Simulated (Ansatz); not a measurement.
Two isomers of C3H8BNO: A = `B/C=C(\O)CN`, B = `C=C(N)B(C)O`.

Gas-phase electronic energies from Ansatz, PBE0-D4/def2-TZVP geometries. CCSD(T)/CBS is the MP2 limit (def2-TZVPP, def2-QZVPP) plus CCSD(T) − MP2 in def2-TZVPP, frozen cores. DFT in def2-TZVPP. B3LYP here is the variant with VWN-RPA as its local correlation; programs differ in this. One conformer a species, not always the lowest.

Problem. Which isomer does CCSD(T)/CBS put lower? Give the gap. (Best estimate.)

Solution. Ansatz gave: B, by 251.8 kJ/mol.

Problem. Give E(B) − E(A) in kJ/mol with PBE-D4, B2PLYP, r2SCAN-D4, B3LYP, MP2/def2-TZVPP, HF/def2-TZVPP, CCSD/def2-TZVPP. (An estimate is asked.)

Solution. The calculation gave: PBE-D4 -245.0, B2PLYP -249.5, r2SCAN-D4 -251.3, B3LYP -246.9, MP2/def2-TZVPP -253.9, HF/def2-TZVPP -237.8, CCSD/def2-TZVPP -249.5. None reverses the order clearly.

Largest T1 diagnostic: 0.013.

In def2-TZVPP, CCSD(T) changes the Hartree–Fock value by −11.7 kJ/mol (the triples alone add +0.1 kJ/mol) and MP2 by −16.1 kJ/mol.
